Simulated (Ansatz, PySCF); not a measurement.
Caution: the highest occupied level lies above zero, so the state may not be bound. This triplet lies 0.07 eV above the relaxed singlet at the level frozen-core CCSD(T)/aug-cc-pVTZ // B3LYP-D3(BJ)/def2-TZVPD (Ansatz, a program for electronic structure); other levels give the other order.

B3LYP has the VWN-RPA correlation part, as in Gaussian. 

H₃BClSi, SMILES `[SiH3][B-]Cl` (triplet; the order of the spin states depends on the level) (charge -1, multiplicity 3)

Calculation: B3LYP-D3(BJ)/def2-TZVPD (PySCF).

The highest occupied spin orbital is 0.88 eV and the total energy is -21127.04 eV. The cost comes out as around 80 core-seconds (rough).

Bonded distances (Å): Si1–B2 1.938, Si1–H4 1.501, Si1–H5 1.519, Si1–H6 1.519, B2–Cl3 1.827. Bond angles (°): B2–Si1–H4 111.1, B2–Si1–H5 118.5, B2–Si1–H6 118.5, H4–Si1–H5 103.1, H4–Si1–H6 103.1, H5–Si1–H6 100.3, Si1–B2–Cl3 129.0.
Charge -1, spin multiplicity 3.
